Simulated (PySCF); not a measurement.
Mapped SMILES: `[CH2:1]=[CH:2][CH2:3][C:4]#[C:5][C:6](=[O:7])[OH:8]`. Hydrogens are named by the atom that carries them. Ha(C1) is cis to C3; Hb(C1) is trans to C3.

PySCF 2.14 calculation with GIAO PBE0/pcSseg-1 shieldings and coordinates at the GFN2-xTB level; rapidly exchanging positions averaged, relativity neglected, gas phase, single conformer.

References, each an isolated molecule treated in the same way: TMS for 13C (σ = 186.93 ppm) and 1H (σ = 31.72 ppm); 17O (σ = 336.08 ppm) vs H2O.

```tsv
atoms	nucleus	count	Hirshfeld charge	δ (ppm)
H(C3)	1H	2	0.07	?
C4	13C	1	0.00	?
O8	17O	1	-0.17	?
H(C2)	1H	1	0.05	6.12
Hb(C1)	1H	1	0.05	5.47
H(O8)	1H	1	0.19	6.19
C6	13C	1	0.21	158.2
C5	13C	1	-0.07	79.8
C3	13C	1	-0.05	?
Ha(C1)	1H	1	0.05	5.54
O7	17O	1	-0.27	453.8
C1	13C	1	-0.10	125.5
C2	13C	1	-0.03	140.2
```

Complete the table.

Results:


- C4: 95.7 ppm, alkyne carbon; sp carbons lie upfield of alkene carbons because the cylindrical π system leaves one tensor component strongly shielded
- C3: 28.1 ppm, allylic sp3 CH2; a saturated carbon with 2 carbon neighbours and no heteroatom attached
- H(C3): 3.24 ppm, hydrogen on an allylic sp3 CH2
- O8: 216.4 ppm, acid hydroxyl oxygen

Exchangeable OH/NH protons stand at their gas-phase positions; hydrogen bonding in a real sample shifts them, mostly to higher δ. Shifts are as computed. Against solution values, carbons near 30 ppm lie about +3 ppm off and those near 130 ppm about +5 ppm (rms about the fit 2.1 ppm; single classes can miss by 10 ppm). Of 1328 compounds with measured shifts, 309 miss one by over three times the rms of a fit or turn the order of signals round; such compounds aren't used in these exercises. Signals without a measured value on file couldn't be tested in this way; 1H shifts scatter by 0.2 ppm about their fit, and single ones miss by 0.5 ppm. In solution the two oxygens of a carboxylic acid exchange roles by proton transfer and give one 17O line. Hydrogen bonding in solution shields acid and N–H amide carbonyl oxygens by tens of ppm. Hydrogen bonding in solution deshields acid and N–H amide carbonyl carbons by as much as 10 ppm beyond these values. Unscaled 17O shifts of doubly bonded oxygen tend to come out too high, by tens of ppm or more. Experimental scales use liquid or dissolved standards, which lie at an offset from isolated H2O (liquid H2O: subtract about 36 ppm).
